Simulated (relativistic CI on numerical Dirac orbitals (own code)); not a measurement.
## Level scheme of Ta55+

Method of calculation: Dirac-Coulomb-Breit CI, KLI orbitals optimised for each configuration, QED by a radiative potential, unscaled Slater integrals (own radial code, finite nucleus).

Configuration list (outside the closed core [Ne]): 3s2.3p6, 3s2.3p5.3d, 3s.3p6.3d, 3s2.3p5.4s, 3s2.3p5.4p, 3s2.3p5.4d, 3s.3p6.4s, 3p6.3d.4p, 3s2.3p5.4f, 3s.3p6.4p, 3s.3p6.4d, 3s.3p6.4f, 3s2.3p5.5s, 3s2.3p5.5p, 3s2.3p5.5d, 3s2.3p5.5f, 3s2.3p5.5g, 3s.3p6.5s, 3s.3p6.5p, 3s.3p6.5d, 3s.3p6.5f, 3p6.3d2, 3p5.3d3, 3p5.3d2.4s, 3p5.3d2.4p, 3p5.3d2.4d, 3p6.3d.4s, 3p5.3d.4s2, 3p5.3d.4s.4p, 3p5.3d.4s.4d, 3p6.4s2, 3p5.4s2.4p, 3p5.4s2.4d. Double excitations out of closed p, d and f shells are left out; levels of such configurations are missing from the list, as are those of other unlisted configurations, and high levels can miss mixing partners. These lack a partner that the ground configuration has and come out too high: 3s2.3p5.4f, 3s2.3p5.5s, 3s2.3p5.5p, 3s2.3p5.5d, 3s2.3p5.5f.

```csv
No.,Configuration,Term,J,E (eV),%,Landé g
1,3s2.3p6,1S,0,0.00,100,
2,3s2.3p5.3d,3P°,0,232.95,100,
3,3s2.3p5.3d,3P°,1,244.05,69,1.178
4,3s2.3p5.3d,3F°,3,248.27,56,1.058
5,3s2.3p5.3d,3D°,2,252.48,53,1.065
6,3s2.3p5.3d,3F°,4,314.40,100,1.238
7,3s2.3p5.3d,1D°,2,319.95,47,1.197
8,3s2.3p5.3d,3D°,3,331.27,70,1.222
9,3s2.3p5.3d,1P°,1,360.46,52,0.950
10,3s2.3p5.3d,3F°,2,567.31,73,0.758
11,3s2.3p5.3d,1P°,1,605.59,47,0.836
12,3s2.3p5.3d,3P°,2,642.20,44,1.264
13,3s2.3p5.3d,3F°,3,647.12,42,1.100
14,3s.3p6.3d,3D,1,782.91,100,0.487
15,3s.3p6.3d,3D,2,789.55,72,1.106
16,3s.3p6.3d,3D,3,856.23,100,1.321
17,3s.3p6.3d,1D,2,870.36,72,1.036
18,3p6.3d2,3F,2,1582.74,74,0.758
19,3p6.3d2,3P,0,1606.92,70,
20,3p6.3d2,3F,3,1652.16,100,1.071
21,3p6.3d2,3P,2,1663.34,49,1.167
22,3p6.3d2,1G,4,1666.26,69,1.065
23,3p6.3d2,3P,1,1668.25,100,1.490
24,3p6.3d2,3F,4,1730.29,69,1.161
25,3p6.3d2,3P,2,1739.22,47,1.206
26,3p6.3d2,1S,0,1764.62,70,
27,3p5.3d3(2D),3D°,2,1817.72,27,1.086
28,3p5.3d3(4F),5D°,1,1822.52,29,0.998
29,3p5.3d3(4F),5D°,0,1826.82,52,
30,3p5.3d3(2D),3F°,3,1828.57,25,1.049
```

Energies count from the lowest computed level; ° marks odd parity. Percentages are summed over parent terms; the parents shown are those of the largest component, closed shells are left out there.

The mean weight of the leading LS term, summed over parents, in these 30 levels is 66 %, and that of the leading jj configuration (from the same eigenvectors) 99 %, so jj coupling describes them better and the LS labels are nominal.

At this charge energies of transitions that change n are usually good to better than 1 %, and those within a shell (Δn = 0) to a few per cent.

LS names give the leading component of a level, which can be under half, so a name can repeat, a term be missing and a line seem to break the LS rules.
